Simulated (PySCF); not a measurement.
Delta-SCF ions had no search for a lower state. Excitations are Tamm–Dancoff values on a coarser integration grid. The basis has no diffuse functions, so Rydberg states are missing or too high.

**C3H9Al, SMILES `[CH3][Al]([CH3])[CH3]` (charge 0, multiplicity 1)**

Calculation: TPSSh-D3(BJ)/def2-TZVP // B3LYP-D3(BJ)/def2-TZVP run with PySCF.

* **HOMO**: -6.87 eV
* **dipole moment**: 0.00 D
* **HOMO–LUMO gap**: 6.18 eV
* **LUMO**: -0.69 eV
* **S1 excitation (TDA)**: 5.57 eV
* **S1 oscillator strength**: 0.000
* **brightest of the four lowest singlets (TDA)**: 6.63 eV
* **T1 excitation (TDA)**: 5.28 eV
* **S1–T1 gap (TDA)**: 0.29 eV
* **vertical ionisation energy (Delta-SCF)**: 9.37 eV
* **total energy**: -9857.95 eV
* **cost**: about 9 core-minutes (a rough figure)

```xyz
13

C     -1.4102    -1.3615     0.2839
Al    -0.0241    -0.0030    -0.0019
C      1.8666    -0.4813     0.2154
C     -0.4846     1.8379    -0.5010
H     -1.2911    -2.1919    -0.4205
H     -2.4258    -0.9762     0.1721
H     -1.3280    -1.8008     1.2836
H      2.4595    -0.1770    -0.6528
H      2.3008     0.0394     1.0760
H      2.0237    -1.5512     0.3692
H     -1.5611     2.0190    -0.5332
H     -0.0787     2.0870    -1.4873
H     -0.0458     2.5587     0.1965
```
